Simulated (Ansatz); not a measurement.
```xyz
16

C     1.8422    0.0000    0.0000
C     1.3027    1.3027    0.0000
C     0.0000    1.8422    0.0000
C    -1.3027    1.3027    0.0000
C    -1.8422    0.0000    0.0000
C    -1.3027   -1.3027    0.0000
C     0.0000   -1.8422    0.0000
C     1.3027   -1.3027    0.0000
H     2.9272    0.0000    0.0000
H     2.0699    2.0699    0.0000
H     0.0000    2.9272    0.0000
H    -2.0699    2.0699    0.0000
H    -2.9272    0.0000    0.0000
H    -2.0699   -2.0699    0.0000
H     0.0000   -2.9272    0.0000
H     2.0699   -2.0699    0.0000
```

Basis set: def2-TZVP (spherical functions). Charge 0, multiplicity 3.

Computed with Ansatz (development build ahead of 0.2.0); each method stands on the lowest determinant of its kind that the runs found. Restricted functionals stand beside restricted open-shell atoms, which can lie above the unrestricted atoms usual in DFT and then raise those values.

The atomization energy at this shape (free ground-state atoms in the same class of orbitals less the molecule, no zero-point energy) of triplet C₈H₈:

```
                       method  atomization energy
ωB97X (restricted open-shell)       7362.3 kJ/mol
          PBE0 (unrestricted)       7443.4 kJ/mol
 PBE0 (restricted open-shell)       7479.9 kJ/mol
                          UHF       5393.2 kJ/mol
```

(1) What does ROHF give?

## Answers

(1) 5483.3 kJ/mol. Caution: another spin multiplicity may lie lower.

The shape needn't be a minimum at these levels.
